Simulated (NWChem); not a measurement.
Species: C2H4AlClO; SMILES C=[CH][Al]([OH])[Cl]

```xyz
9

Al     0.2101     0.1824     0.1178
Cl    -1.7867     0.4060     0.8053
C      0.6782    -1.1259    -1.2207
C      1.9431    -1.2647    -1.6522
H     -0.0766    -1.7828    -1.6567
H      2.2268    -1.9990    -2.4078
H      2.7581    -0.6511    -1.2714
O      1.4321     1.1842     0.7648
H      1.2375     1.8505     1.4353
```
Atoms are numbered in this order, from 1.

Program: NWChem. Pople sets run with spherical d functions. Coordinates come from a B3LYP/6-31G* (spherical d) optimisation. B3LYP is NWChem's, with the RPA form of VWN correlation. GIAO values for the isolated, static molecule; σ is the absolute isotropic shielding, δ = σ(reference) − σ with the isolated reference molecule computed at the same levels (13C: tetramethylsilane, 1H: tetramethylsilane).

```csv
level,σ Al1 (ppm),σ Cl2 (ppm),δ C3 (ppm),δ H5 (ppm),δ H6 (ppm),δ H7 (ppm),δ H9 (ppm)
PBE/pcSseg-1,404.8,911.0,138.6,6.08,6.87,6.73,2.51
PBE0/pcSseg-1,418.7,943.1,139.1,6.09,6.91,6.78,2.40
B3LYP/6-31G*,466.0,960.8,123.1,5.74,6.40,6.58,2.16
Hartree-Fock/6-31G*,499.6,1027.6,125.0,5.78,6.64,6.79,2.10
```
